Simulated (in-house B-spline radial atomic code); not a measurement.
Atomic self-consistent-field run: the neodymium ion Nd⁺ (with a hole in an inner shell). Computed with a radial B-spline atomic code at the basis-set limit: Dirac-Hartree-Fock, average of the jj configuration, Fermi nucleus of rms radius 4.9123 fm.

In the input, a minus or plus after the letter marks the j = l - 1/2 or j = l + 1/2 subshell.

Command:
```bash
python run_scf.py task.json out
```
Settings (nuclear radius in fm, mass in u):
```
Z                60
configuration    1s2 2s2 2p6 3s2 3p6 3d10 4s2 4p-1 4p+4 4d10 4f4 5s2 5p6 6s2
hamiltonian      dirac
method           hf
spin_polarised   False
nucleus          fermi
rms_radius       4.9123
atomic_mass      141.90773
speed_of_light   137.035999084
```

Output (hartree, bohr):
```
 radial grid: 81 intervals, B-splines of order 8, outer radius 60 bohr

 iter        energy (Eh)    residual
    1       -9595.018941    6.22e-01
    2       -9605.011650    7.42e-01
    3       -9614.673803    1.63e-01
    4       -9615.355978    4.67e-02
    5       -9615.437586    1.15e-02
    6       -9615.443944    8.70e-03
    7       -9615.445829    1.83e-03
    8       -9615.446021    3.52e-04
    9       -9615.446031    6.16e-05
   10       -9615.446031    1.02e-05
   11       -9615.446031    7.65e-07
   12       -9615.446031    9.43e-08

 total energy                     -9615.44603
 kinetic                           10366.9122
 electron-nucleus                 -23458.9160
 electron-electron                  3476.5578

 first-order corrections (not in the total)
   Gaunt                             9.2518
   retardation                      -0.9672
   frequency dependence             -0.1129
   self-energy                       6.4170
   Uehling                          -0.9751
   Wichmann-Kroll                    0.0276
   recoil                            0.0244

 orbital      occ     eigenvalue          <r>       <r^2>       <1/r>       <r^4>     <1/r^2>       r_max    small
 1s1/2      2.000     -1611.4529    0.0236245 0.000759663     66.0457 1.52749e-06     9771.19      0.0151  4.95e-02
 2s1/2      2.000      -265.4843     0.100362   0.0119494     15.6556 0.000247545     1204.12     0.08555  1.09e-02
 2p1/2      2.000      -250.5454     0.084311  0.00877098     15.5928 0.000156177     382.384     0.06516  1.08e-02
 2p3/2      4.000      -231.4021     0.090666   0.0100123      14.027 0.000197548     268.092     0.07056  1.02e-02
 3s1/2      2.000       -59.9810     0.264749   0.0802189     5.69175  0.00975021     255.279      0.2432  3.39e-03
 3p1/2      2.000       -53.5463     0.255235   0.0757364     5.58567    0.009119     81.2896      0.2307  3.31e-03
 3p3/2      4.000       -49.6815     0.267001   0.0826683     5.20487     0.01079     57.9818       0.242  3.13e-03
 3d3/2      4.000       -38.6884     0.238705   0.0671143     5.06033  0.00807552     32.0742       0.194  2.99e-03
 3d5/2      6.000       -37.8686      0.24254   0.0691578     4.96161  0.00853767     30.5725      0.1973  2.94e-03
 4s1/2      2.000       -13.1403     0.604959    0.412466      2.3473    0.246499      58.811      0.5638  1.03e-03
 4p1/2      1.000       -10.8010     0.625539    0.446056     2.23448    0.304536     18.3121      0.5728  9.61e-04
 4p3/2      4.000        -9.8651     0.647504    0.476029     2.12042     0.33756     13.2672      0.5955  9.10e-04
 4d3/2      4.000        -5.6086     0.697707    0.563858     1.89429    0.516811     6.51466      0.6126  7.52e-04
 4d5/2      6.000        -5.5635     0.704853    0.574921     1.86863    0.535445     6.24515      0.6199  7.40e-04
 4f5/2      1.714        -0.9948     0.920074     1.06727     1.38874      2.6978     2.49774      0.6452  4.36e-04
 4f7/2      2.286        -1.0095     0.919046     1.06253      1.3866     2.65646     2.48246      0.6477  4.35e-04
 5s1/2      2.000        -2.3344      1.45065     2.35815    0.908224      8.1193     10.0788       1.309  2.20e-04
 5p1/2      2.000        -1.5309      1.61588     2.95639    0.818152     13.3236     3.00737        1.43  1.88e-04
 5p3/2      4.000        -1.4111       1.6901     3.22707    0.766946     15.8671      2.0654       1.486  1.64e-04
 6s1/2      2.000        -0.4117      3.90152     17.0201    0.319017     425.936       1.181       3.444  3.04e-05
```

Cost of the run: 1.8 s on 1 thread of Arm Neoverse V2, with other jobs on the host.

For the Dirac Hamiltonian the kinetic term is c α·p + (β - 1)c².
